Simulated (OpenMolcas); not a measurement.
# C2+: from RASSCF to RASPT2

```json
{"Program": "OpenMolcas", "Basis": "ANO-R3 [4s4p2d1f]", "Scalar Hamiltonian": "X2C, finite nucleus", "Active space": "2 electrons in 9 orbitals (RAS2 2s 2p; RAS3 3d, at most 2 electrons)", "State averaging": "2S+1 = 3 even, 3 roots; 2S+1 = 1 even, 7 roots; 2S+1 = 3 odd, 3 roots; 2S+1 = 1 odd, 3 roots", "Spin-orbit coupling": "state interaction with AMFI integrals over the reference wave functions, term energies averaged over their components"}
```

Methods on the same reference wave functions:
A. RASSCF
B. SS-RASPT2, IPEA 0.25 Eh, imaginary shift 0.1 Eh (closed shells correlated: 1s)
C. MS-RASPT2, IPEA 0.25 Eh, imaginary shift 0.1 Eh (closed shells correlated: 1s)

Energies in eV above 2s² ¹S₀, the measured ground level; measured values from Moore, Selected Tables of Atomic Spectra, NSRDS-NBS 3, section 3.

```json
{"Level": "2s² ¹S₀", "A": "0.0000", "B": "0.0000", "C": "0.0000", "Measured": "0.0000"}
{"Level": "2s 2p ³P°₀", "A": "6.4636", "B": "6.510", "C": "6.512", "Measured": "6.4927"}
{"Level": "2s 2p ³P°₁", "A": "6.4668", "B": "6.513", "C": "6.515", "Measured": "6.4956"}
{"Level": "2s 2p ³P°₂", "A": "6.4732", "B": "6.520", "C": "6.522", "Measured": "6.5026"}
{"Level": "2s 2p ¹P°₁", "A": "13.0223", "B": "12.825", "C": "12.827", "Measured": "12.6900"}
{"Level": "2p² ³P₀", "A": "17.1751", "B": "17.109", "C": "17.111", "Measured": "17.0386"}
{"Level": "2p² ³P₁", "A": "17.1783", "B": "17.112", "C": "17.114", "Measured": "17.0422"}
{"Level": "2p² ³P₂", "A": "17.1847", "B": "17.118", "C": "17.120", "Measured": "17.0481"}
{"Level": "2p² ¹D₂", "A": "18.3801", "B": "18.220", "C": "18.222", "Measured": "18.0863"}
{"Level": "2p² ¹S₀", "A": "23.6463", "B": "22.884", "C": "22.887", "Measured": "22.6296"}
```

Deviations, from unrounded energies. A percentage is the sum of absolute deviations over the sum of measured energies, with the sign that they share, or ± where signs differ.

| Against measurement | Levels | A | B | C |
| --- | --- | --- | --- | --- |
| mean absolute deviation (cm-1) | 9 | 1900 | 700 | 720 |
| other configurations (%) | 9 | ±1.7 | +0.6 | +0.6 |

B, C lie about equally close to measurement and A furthest from it. The largest miss of B in the table is 2p² ¹S₀, by +2000 cm-1. The ranking rests on the paired levels alone, and a cruder setting can come out closer through cancelling errors.

Between B and C the level of the table that moves most is 2p² ¹S₀, by 29 cm-1 (lowest in B, highest in C).

The lowest spin-free term lies below A's lowest term by 0.012 hartree in B, 0.012 hartree in C.

Active for correlation alone: 3d; no level in the range computed is led by a configuration that fills it, so any true level of that kind is missing. Measured partners are found by configuration, term and J. A level has none where our copy of the source lacks it or the pairing is in doubt (some pairs that miss far off the trend of their configuration count as doubtful), and it then counts in no deviation. Levels of configurations outside the active space are missing.

° marks odd parity.
